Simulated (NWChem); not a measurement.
Molecule: NbH$_{2}$O$_{3}$Cl; SMILES [O]=[Nb]([OH])([OH])[Cl]

```xyz
7

Nb    -0.0039    -0.1370    -0.0247
O     -0.0241    -0.7570     1.5455
Cl     0.0576     2.1798     0.0965
O     -1.5581    -0.7264    -0.9054
H     -2.3189    -1.2428    -0.6201
O      1.5206    -0.8088    -0.8982
H      2.2494    -1.3683    -0.6108
```
Atoms are numbered in this order, from 1.

Level: PBE0/def2-SVP with def2 effective core potentials on Nb (NWChem), optimised geometry, unscaled harmonic frequencies. def2 effective core potentials on Nb; no spin-orbit coupling.

```json
[
 {"frequency (cm⁻¹)": "137", "IR intensity (km/mol)": "0.8"},
 {"frequency (cm⁻¹)": "161", "IR intensity (km/mol)": "0.1"},
 {"frequency (cm⁻¹)": "195", "IR intensity (km/mol)": "2.4"},
 {"frequency (cm⁻¹)": "219", "IR intensity (km/mol)": "4.6"},
 {"frequency (cm⁻¹)": "231", "IR intensity (km/mol)": "15.0"},
 {"frequency (cm⁻¹)": "373", "IR intensity (km/mol)": "88.9"},
 {"frequency (cm⁻¹)": "389", "IR intensity (km/mol)": "72.6"},
 {"frequency (cm⁻¹)": "421", "IR intensity (km/mol)": "235.2"},
 {"frequency (cm⁻¹)": "487", "IR intensity (km/mol)": "104.6"},
 {"frequency (cm⁻¹)": "510", "IR intensity (km/mol)": "179.2"},
 {"frequency (cm⁻¹)": "749", "IR intensity (km/mol)": "96.8"},
 {"frequency (cm⁻¹)": "766", "IR intensity (km/mol)": "166.4"},
 {"frequency (cm⁻¹)": "1053", "IR intensity (km/mol)": "180.6"},
 {"frequency (cm⁻¹)": "3930", "IR intensity (km/mol)": "414.2"},
 {"frequency (cm⁻¹)": "3935", "IR intensity (km/mol)": "163.5"}
]
```

```yaml
zero_point_energy: 19.4 kcal/mol
thermal correction to the enthalpy at 298.15 K (with zero-point energy): 24.6 kcal/mol
heat capacity Cv: 23.9 cal/(mol K)
entropy at 298.15 K and 1 atm (symmetry number 1): 85.4 cal/(mol K)
```

Rigid rotor and harmonic oscillator.
